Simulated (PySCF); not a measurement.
**Radial density of Si²⁺ (silicon, charge +2)**

B2PLYP, [Ne] 3s1 4s1, high-spin 3S determinant (an excited configuration). All numbers are calculated (PySCF 2.14, the spin-free X2C one-electron Hamiltonian (Gaussian nucleus), in dyall-av3z).

| r (bohr) | 4πr²ρ (e/bohr) | 4πr²(ρα − ρβ) |
| --- | --- | --- |
| 0.00196 | 0.09224 | 0.0004 |
| 0.00330 | 0.2443 | 0.0011 |
| 0.00555 | 0.6324 | 0.0029 |
| 0.00934 | 1.574 | 0.0073 |
| 0.0157 | 3.660 | 0.0169 |
| 0.0264 | 7.572 | 0.0340 |
| 0.0444 | 12.87 | 0.0534 |
| 0.0747 | 15.86 | 0.0489 |
| 0.126 | 12.53 | 0.0055 |
| 0.211 | 9.735 | 0.0428 |
| 0.356 | 13.89 | 0.1942 |
| 0.598 | 10.61 | 0.0327 |
| 1.01 | 2.515 | 0.2631 |
| 1.69 | 0.8086 | 0.7369 |
| 2.85 | 0.2682 | 0.2680 |
| 4.79 | 0.2869 | 0.2869 |
| 8.05 | 0.01348 | 0.0135 |
| 13.5 | 3.210e-05 | 0.0000 |

Densities and radii are taken from the X2C orbitals without a picture-change correction, which distorts them close to the nucleus.

The outer electron is Rydberg-like, and this basis confines it to a smaller radius and binds it less than a complete one would.
